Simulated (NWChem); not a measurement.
System: CH₄FGaO; SMILES [CH3][Ga]([OH])[F]

```xyz
8

Ga     0.0093    -0.0030     0.0000
F     -1.4797     0.9728     0.0000
C     -0.0177    -1.9525     0.0000
H     -0.5538    -2.3154     0.8982
H      1.0157    -2.3463     0.0000
H     -0.5538    -2.3154    -0.8982
O      1.4943     1.0089     0.0000
H      1.2712     1.9589     0.0000
```
Atoms are numbered in this order, from 1.

All runs: NWChem. Geometry: optimised at PBE-D3(BJ)/def2-SVP. Total energies compare along this basis series because the functional is fixed.

```tsv
level	basis functions	energy (Ha)	highest occupied level (eV)	orbital gap (eV)	dipole (D)
PBE0/def2-SVP	94	-2139.6227	-8.78	8.46	1.46
PBE0/def2-SVPD	136	-2139.6473	-9.17	8.28	1.81
PBE0/def2-TZVP	165	-2140.1349	-9.01	8.49	___
PBE0/def2-TZVPP	197	-2140.1375	-9.01	8.50	1.67
```

Question: Some entries are withheld; supply them.

Answer: 
- PBE0/def2-TZVP, dipole (D): 1.62
